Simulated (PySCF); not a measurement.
A structure optimised at PBE-D3(BJ)/def2-SVP, used in a PySCF frequency run:

```
Ge
H 1 1.5531
H 1 1.5565 2 108.42
C 1 2.0049 2 108.12 3 -117.00
H 4 1.1104 1 108.23 2 50.77
H 4 1.1105 5 107.38 1 -115.74
C 4 1.4492 5 111.73 6 -122.31
C 7 1.2246 6 151.74 4 -173.89
H 8 1.0805 6 161.72 4 -178.18
Si 1 2.3928 2 111.35 3 123.61
H 10 1.5026 1 110.51 2 48.30
H 10 1.5055 11 109.22 1 -120.41
H 10 1.5057 11 108.94 12 -118.52
```
Charge 0, spin multiplicity 1.

Task: Write its SMILES and formula.

Result: C#C[CH2][GeH2][SiH3], C₃H₈GeSi

Task: What are its rotational constants (standard atomic weights)?

Result: 2.9549, 1.7685, 1.2000 GHz
